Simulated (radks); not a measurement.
Effect of the nuclear size on neutral selenium, [Ar] 3d10 4s2 4p4. Method: Dirac Kohn-Sham, exchange-only LDA, spin-unpolarised, spherical densities, finite nucleus; open shells are shared between the two j in proportion to 2j + 1; Fermi nuclear charge, rms radius 4.14 fm; computed with a radial shooting solver on a logarithmic mesh with Libxc functionals. The rms radius is varied about that value; shifts are against it.

rms radius (fm)  total energy shift (eV)  density at nucleus (e/bohr^3)  1s1/2 shift (meV)  2s1/2 shift (meV)  3p1/2 shift (meV)  4s1/2 shift (meV)
3.5066                            -0.131                      4.003e+04              -55.8              -5.55              0.082             -0.082
3.8999                           -0.0522                      3.973e+04              -22.2              -2.20              0.032             -0.032
4.14                                   0                      3.956e+04              0.000              0.000              0.000              0.000
4.347                             0.0473                      3.942e+04               20.1               2.00             -0.029              0.029
4.6037                             0.109                      3.926e+04               46.3               4.60             -0.068              0.068

Slopes of the eigenvalues against <r^2> in GHz/fm^2, as finite differences over the two radii next to the reference (eigenvalue slopes, not the field-shift constants of lines): 1s1/2 2770, 2s1/2 276, 3p1/2 -4.05, 4s1/2 4.05.
